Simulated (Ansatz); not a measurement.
Ansatz (a first-principles code) input for TaBr₃, SMILES [Br][Ta]([Br])[Br] (connectivity only; charge and spin as stated), neutral, multiplicity 3, PBE/def2-TZVPD. The structure is a stationary point at PBE0-D3(BJ)/def2-SVP. The spin state was assumed, not searched. The def2 effective core potentials stand for the cores of Ta; spin–orbit coupling is left out.

Ansatz 0.2 input:
```yaml
crystal:
  periodic: [false, false, false]
  atoms:
    - {symbol: Ta, position_ang: [-0.00000000, -0.00000000, -0.08080941]}
    - {symbol: Br, position_ang: [0.00000000, 0.00000001, -2.50387899]}
    - {symbol: Br, position_ang: [0.00000000, -1.99173577, 1.33621215]}
    - {symbol: Br, position_ang: [0.00000000, 1.99173576, 1.33621218]}
basis:
  gaussian:
    orbitals: def2-TZVPD
hamiltonian:
  xc: {name: PBE}
magnetization: {spin_polarized: true, initial_magnetization: 2}
```

Log of the run:

```
WARN ansatz: RAYON_NUM_THREADS=2 ignored (pool sized by the plan → 2); use --threads N
Functional definition: PBE
integrals: 0.22 GiB planned
1626 factors; their error is unknown
mean field: 1.38 GiB planned
mean field evaluation 1: about -211662.9623 eV, gradient 1.5e1 eV
mean field evaluation 2: about -211660.4740 eV, gradient 2.4e1 eV
mean field evaluation 4: about -211663.8932 eV, gradient 2.2e0 eV
mean field evaluation 8: about -211663.8961 eV, gradient 8.6e-2 eV
mean field evaluation 16: about -211663.8962 eV, gradient 9.1e-5 eV
mean field evaluation 32: about -211663.7149 eV, gradient 1.3e-4 eV
mean field evaluation 64: about -211663.4226 eV, gradient 1.3e0 eV
mean field evaluation 96: about -211663.2360 eV, gradient 4.1e0 eV
mean field -211663.89617092 eV, -7778.5047133395 hartree, gradient 6.4e-6 eV, S^2 2.011290; 17 other end points of the search recorded, 0 dependent functions left out
reference -211663.89623842 eV, -7778.5047158201 hartree; 60, 58 occupied and 154, 156 virtual orbitals, 1626 factors
Total energy: -211663.89623842 eV, -7778.5047158201 hartree
```

The calculation finished and met its thresholds.
